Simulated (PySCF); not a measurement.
C₂H₈O₂S₂Sn, SMILES [Sn]([SH])([SH])([O]C)[O]C, GFN2-xTB optimised geometry.

```
15

C      1.74    -1.39     0.06
O      0.93    -0.25     0.00
Sn    -1.13    -0.25     0.00
S     -1.50     2.14     0.00
S     -2.10    -1.69     1.69
O     -1.86    -1.20    -1.67
C     -1.68    -0.78    -2.99
H      1.58    -1.96     0.98
H      2.76    -1.02     0.05
H      1.59    -2.04    -0.80
H     -0.20     2.41     0.10
H     -2.76    -2.41     0.80
H     -2.21    -1.50    -3.61
H     -0.63    -0.78    -3.28
H     -2.11     0.21    -3.17
```

Density from B3LYP/def2-TZVP, def2 effective core potentials past Kr in PySCF 2.14.0 at that geometry. The core electrons that the potentials of Sn replace are not part of the density.

Minimum of the electron density along straight lines between bonded atoms, close to the bond critical point (lines longer than 1.1 times the sum of covalent radii, or with two minima, are not listed):

```csv
bond,length / Å,ρ at the minimum / e bohr⁻³,∇²ρ there / e bohr⁻⁵,position (fraction from the first atom)
C1–O2,1.395,0.269,-0.59,0.35
O2–Sn3,2.058,0.100,0.34,0.49
Sn3–S4,2.422,0.084,0.07,0.48
Sn3–S5,2.422,0.084,0.07,0.48
Sn3–O6,2.057,0.100,0.34,0.51
O6–C7,1.395,0.269,-0.59,0.65
C1–H8,1.093,0.285,-1.00,0.64
C1–H9,1.093,0.284,-1.01,0.64
C1–H10,1.093,0.285,-1.00,0.64
S4–H11,1.327,0.221,-0.65,0.64
S5–H12,1.327,0.221,-0.65,0.64
C7–H13,1.093,0.284,-1.01,0.64
C7–H14,1.093,0.285,-1.00,0.64
C7–H15,1.093,0.285,-1.00,0.64
```
